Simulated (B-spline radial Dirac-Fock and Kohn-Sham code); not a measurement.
**Sb⁶⁺: eigenvalues, ΔSCF and the reference**

System: Sb⁶⁺, configuration 1s2 2s2 2p6 3s2 3p6 3d10 4s2 4p6 4d9.

The density-functional columns are spherical, spin-unpolarised Dirac-Kohn-Sham results without Breit or QED terms: −ε is minus the orbital energy of the initial state and ΔSCF the difference of two total energies. The reference in the last column comes from Dirac-Fock energy differences between relaxed states, corrected for Breit and QED terms. All numbers are from a radial B-spline solver, in eV; a selection of levels is shown. The Kohn-Sham columns are given as differences from the reference. For the 1s level of heavy atoms much of the gap between ΔSCF and the reference is the Breit and QED part, -102.4 eV here; for other levels the error of the functional can be larger.

```csv
level,PBE −ε − DF,PBE ΔSCF − DF,LDA −ε − DF,LDA ΔSCF − DF,Dirac-Fock
K (1s),-220.3,+128.8,-255.1,+92.9,30585.8
L1 (2s),-111.4,-46.9,-115.5,-50.9,4800.1
L2 (2p1/2),-85.0,-5.3,-86.4,-6.6,4476.9
L3 (2p3/2),-88.3,-13.4,-89.4,-14.4,4228.4
M1 (3s),-57.0,-32.9,-58.2,-34.1,1041.3
M2 (3p1/2),-46.2,-21.4,-46.5,-21.7,909.2
M3 (3p3/2),-45.7,-21.8,-46.0,-21.9,862.2
M4 (3d3/2),-28.9,-2.6,-28.5,-2.2,631.2
N1 (4s),-24.0,-11.7,-24.2,-11.9,251.5
N2 (4p1/2),-18.5,-6.6,-18.5,-6.5,204.6
N3 (4p3/2),-18.4,-6.8,-18.5,-6.8,195.7
"N4,5 (4d)",-9.3,+1.3,-9.1,+1.5,119.4
```

Values without a named source are computed, but for edge energies of neutral atoms, which are taken from tables.
